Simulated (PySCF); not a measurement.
## Calculated data, AlB$_{2}$H$_{2}$O, AlBH$_{2}$O$_{2}$, CH$_{7}$BOSi, Al$_{2}$B$_{2}$H$_{6}$ and others

Computed with PySCF 2.14.0. Calculation on a computer-drawn molecule: optimised geometry and harmonic frequencies of an isolated molecule of the commonest isotopes, restricted reference for singlets and unrestricted otherwise, frozen core in MP2.

(1) AlB$_{2}$H$_{2}$O

Start structure:
```xyz
6
AlB2H2O
O     -0.8215    -0.9394    -1.9350
B     -0.8524    -1.2467    -0.7970
B     -0.7541    -1.6356     0.6985
Al    -0.8049    -2.0449     2.7399
H      0.1806    -3.0086     3.4299
H     -1.8597    -1.4716     3.7973
```

It was run with charge 0, multiplicity 2, method HF and basis cc-pV(D+d)Z.

Results for AlB$_{2}$H$_{2}$O: rotational constants 130.7, 1.718, 1.696 GHz; total energy -367.2931 hartree; spin squared 0.7611; convergence status largest gradient component 2.058e-05 hartree/bohr.

Drawn bonds:
| atom | other atom | order |
| --- | --- | --- |
| 1 | 2 | 2 |
| 2 | 3 | 1 |
| 3 | 4 | 1 |
| 4 | 5 | 1 |
| 4 | 6 | 1 |

Optimised structure:
```xyz
6
AlB2H2O
O     -0.8186    -0.9631    -1.9855
B     -0.8175    -1.2285    -0.8260
B     -0.8165    -1.6007     0.7991
Al    -0.8193    -2.0713     2.8261
H      0.2747    -3.0684     3.3692
H     -1.9148    -1.4148     3.7507
```

Modes:
| frequency (cm⁻¹) | reduced mass (dalton) |
| --- | --- |
| 88.63 | 8.202 |
| 137.1 | 3.934 |
| 388.7 | 1.996 |
| 392.1 | 10.55 |
| 449.6 | 11.15 |
| 574.2 | 2.779 |
| 604.2 | 1.156 |
| 816.5 | 1.074 |
| 982.2 | 10.86 |
| 2004 | 1.024 |
| 2006 | 1.061 |
| 2132 | 12.21 |

(2) AlBH$_{2}$O$_{2}$

Start structure:
```xyz
6
AlBH2O2
O     -0.4022    -0.8879     1.3706
B     -0.4110    -1.2449     0.1420
O      0.6297    -1.9640    -0.3656
Al     1.9708    -2.8594    -0.7424
H     -1.2074    -0.3573     1.7158
H     -1.3107    -0.9916    -0.6291
```

It was run with charge 0, multiplicity 1, method HF and basis cc-pV(D+d)Z.

Results for AlBH$_{2}$O$_{2}$: rotational constants 38.19, 2.856, 2.657 GHz; total energy -417.6598 hartree; convergence status largest gradient component 3.771e-05 hartree/bohr.

Drawn bonds:
| atom | other atom | order |
| --- | --- | --- |
| 1 | 2 | 1 |
| 2 | 3 | 1 |
| 3 | 4 | 1 |
| 1 | 5 | 1 |
| 2 | 6 | 1 |

Optimised structure:
```xyz
6
AlBH2O2
O     -0.4140    -0.8769     1.4189
B     -0.4210    -1.2572     0.1148
O      0.6102    -1.9757    -0.3686
Al     2.0156    -2.8643    -0.7353
H     -1.1778    -0.3786     1.6621
H     -1.3438    -0.9525    -0.6006
```

Modes:
| frequency (cm⁻¹) | reduced mass (dalton) |
| --- | --- |
| 55.62 | 9.666 |
| 121.3 | 3.503 |
| 500.6 | 9.675 |
| 595.3 | 1.136 |
| 704.3 | 4.876 |
| 1018 | 1.655 |
| 1067 | 1.271 |
| 1231 | 1.446 |
| 1292 | 4.28 |
| 1501 | 4.831 |
| 2668 | 1.092 |
| 4189 | 1.067 |

(3) CH$_{7}$BOSi

Start structure:
```xyz
11
CH7BOSi
B     -1.8756    -1.3817     2.2633
C     -0.5851    -1.0765     3.0620
O      0.5877    -1.6119     2.5607
Si     1.4505    -1.2595     1.2119
H     -1.7907    -2.0010     1.2440
H     -2.8831    -0.9456     2.5424
H     -0.4780     0.0564     3.1618
H     -0.6549    -1.3945     4.0183
H      1.8247     0.2443     1.1799
H      2.6499    -2.1154     1.4168
H      0.7436    -1.5323    -0.0212
```

Settings of this run: charge 0, multiplicity 1, method HF and basis cc-pV(D+d)Z.

The calculation gives: rotational constants 16.86, 2.982, 2.808 GHz; total energy -430.4319 hartree; convergence status largest gradient component 2.473e-05 hartree/bohr.

Drawn bonds:
| atom | other atom | order |
| --- | --- | --- |
| 1 | 2 | 1 |
| 2 | 3 | 1 |
| 3 | 4 | 1 |
| 1 | 5 | 1 |
| 1 | 6 | 1 |
| 2 | 7 | 1 |
| 2 | 8 | 1 |
| 4 | 9 | 1 |
| 4 | 10 | 1 |
| 4 | 11 | 1 |

Optimised structure:
```xyz
11
CH7BOSi
B     -1.9658    -1.4977     2.3046
C     -0.6066    -1.0050     2.9223
O      0.5548    -1.6736     2.4759
Si     1.5658    -1.2140     1.2669
H     -2.0168    -2.3634     1.4783
H     -2.9775    -0.9790     2.6930
H     -0.5229     0.0841     2.7846
H     -0.6694    -1.1377     4.0098
H      2.1426     0.1229     1.5486
H      2.6364    -2.2234     1.1846
H      0.8484    -1.1310    -0.0286
```

Modes:
| frequency (cm⁻¹) | reduced mass (dalton) |
| --- | --- |
| 42.84 | 2.402 |
| 94.27 | 1.205 |
| 196.2 | 1.696 |
| 246.8 | 1.257 |
| 383.2 | 2.375 |
| 606.4 | 1.385 |
| 722.2 | 2.14 |
| 778.6 | 1.203 |
| 809.1 | 1.451 |
| 903.8 | 2.498 |
| 1005 | 1.991 |
| 1024 | 1.062 |
| 1044 | 1.065 |
| 1069 | 1.13 |
| 1135 | 1.526 |
| 1233 | 3.659 |
| 1315 | 1.247 |
| 1376 | 1.149 |
| 1461 | 1.531 |
| 1543 | 1.071 |
| 2288 | 1.05 |
| 2305 | 1.033 |
| 2351 | 1.036 |
| 2680 | 1.057 |
| 2760 | 1.126 |
| 3120 | 1.069 |
| 3172 | 1.09 |

(4) Al$_{2}$B$_{2}$H$_{6}$

Start structure:
```xyz
10
Al2B2H6
B     -0.2162     1.7467    -2.4135
B     -0.8164     0.5135    -1.6326
Al     1.1161    -0.1499    -2.1022
Al    -0.4559    -0.6196     0.0798
H      0.7338     2.1854    -1.8918
H     -0.5854     2.2649    -3.4456
H      1.6058     0.0724    -0.5010
H      2.1718    -0.9236    -2.9271
H     -0.8748    -0.5219     1.5899
H      0.2261    -2.0900    -0.1657
```

Settings of this run: charge 0, multiplicity 1, method HF and basis cc-pV(D+d)Z.

It finds rotational constants 5.285, 2.266, 1.689 GHz; total energy -536.6245 hartree; convergence status largest gradient component 1.623e-05 hartree/bohr.

Drawn bonds:
| atom | other atom | order |
| --- | --- | --- |
| 1 | 2 | 1 |
| 2 | 3 | 1 |
| 2 | 4 | 1 |
| 1 | 5 | 1 |
| 1 | 6 | 1 |
| 3 | 7 | 1 |
| 3 | 8 | 1 |
| 4 | 9 | 1 |
| 4 | 10 | 1 |

Optimised structure:
```xyz
10
Al2B2H6
B     -0.4762     1.5071    -2.3515
B      0.2235     0.3580    -1.4290
Al     2.0995    -0.4312    -2.0328
Al    -0.7778    -0.2897     0.3273
H     -0.2621     2.6776    -2.1608
H     -1.2262     1.2163    -3.2488
H      2.1605    -1.7070    -2.9687
H      3.4426     0.2333    -1.5211
H     -0.4977     0.4266     1.7114
H     -1.7812    -1.5130     0.2643
```

Modes:
| frequency (cm⁻¹) | reduced mass (dalton) |
| --- | --- |
| 107.3 | 4.616 |
| 113.2 | 3.241 |
| 163.3 | 1.531 |
| 180.4 | 1.012 |
| 192.9 | 1.138 |
| 357.1 | 1.057 |
| 367.7 | 6.084 |
| 436.1 | 1.211 |
| 514.3 | 1.068 |
| 579.5 | 1.214 |
| 635.5 | 1.218 |
| 667.2 | 1.942 |
| 678.9 | 5.473 |
| 816.5 | 1.077 |
| 839.8 | 1.076 |
| 999.8 | 3.412 |
| 1004 | 1.443 |
| 1251 | 1.337 |
| 1971 | 1.024 |
| 1973 | 1.059 |
| 1977 | 1.06 |
| 1980 | 1.025 |
| 2638 | 1.056 |
| 2704 | 1.12 |

(5) F$_{3}$Si

Start structure:
```xyz
4
F3Si
F     -1.3343     1.9517    -0.2116
Si    -1.7031     2.5165     1.3160
F     -0.6337     1.5307     2.1364
F     -0.7073     3.8558     1.2590
```

Settings of this run: charge -1, multiplicity 1, method MP2 and basis aug-cc-pV(D+d)Z.

It finds rotational constants 6.636, 6.636, 4.079 GHz; total energy -588.2236 hartree; convergence status largest gradient component 6.475e-07 hartree/bohr.

Drawn bonds:
| atom | other atom | order |
| --- | --- | --- |
| 1 | 2 | 1 |
| 2 | 3 | 1 |
| 2 | 4 | 1 |

Optimised structure:
```xyz
4
F3Si
F     -1.3424     1.9379    -0.2474
Si    -1.7149     2.5175     1.3197
F     -0.6227     1.5055     2.1644
F     -0.6984     3.8938     1.2631
```

Modes:
| frequency (cm⁻¹) | reduced mass (dalton) |
| --- | --- |
| 258.8 | 19.6 |
| 258.8 | 19.6 |
| 371.8 | 20.47 |
| 656.1 | 22.2 |
| 656.1 | 22.2 |
| 684.1 | 22.18 |

(6) B$_{2}$H$_{3}$OSi

Start structure:
```xyz
7
B2H3OSi
B      1.6958     1.6870    -2.9733
Si     0.6424     0.8963    -1.6061
B      1.1503    -0.9554    -1.7700
O      1.5130    -2.1207    -1.9152
H      1.8551     1.9368    -4.0853
H      0.9885     1.3237    -0.2009
H     -0.8340     0.9747    -1.5483
```

Here we set charge 0, multiplicity 2, method HF and basis cc-pV(D+d)Z.

The calculation gives: rotational constants 14.06, 3.058, 2.602 GHz; total energy -414.8881 hartree; spin squared 0.7574; convergence status largest gradient component 2.369e-05 hartree/bohr.

Drawn bonds:
| atom | other atom | order |
| --- | --- | --- |
| 1 | 2 | 1 |
| 2 | 3 | 1 |
| 3 | 4 | 2 |
| 1 | 5 | 1 |
| 2 | 6 | 1 |
| 2 | 7 | 1 |

Optimised structure:
```xyz
7
B2H3OSi
B      1.8177     1.7636    -2.9875
Si     0.6891     0.8599    -1.5834
B      1.1493    -1.1064    -1.6864
O      1.4247    -2.2579    -1.7661
H      1.6559     2.1849    -4.0906
H      1.0524     1.3255    -0.2278
H     -0.7778     0.9728    -1.7572
```

Modes:
| frequency (cm⁻¹) | reduced mass (dalton) |
| --- | --- |
| 87.32 | 1.443 |
| 179.2 | 2.842 |
| 300.2 | 3.168 |
| 394.2 | 5.741 |
| 499.2 | 1.458 |
| 522.4 | 4.107 |
| 647.4 | 1.597 |
| 686.3 | 4.948 |
| 765 | 1.161 |
| 829.4 | 1.221 |
| 1026 | 1.048 |
| 2136 | 12.4 |
| 2307 | 1.042 |
| 2326 | 1.039 |
| 2793 | 1.096 |
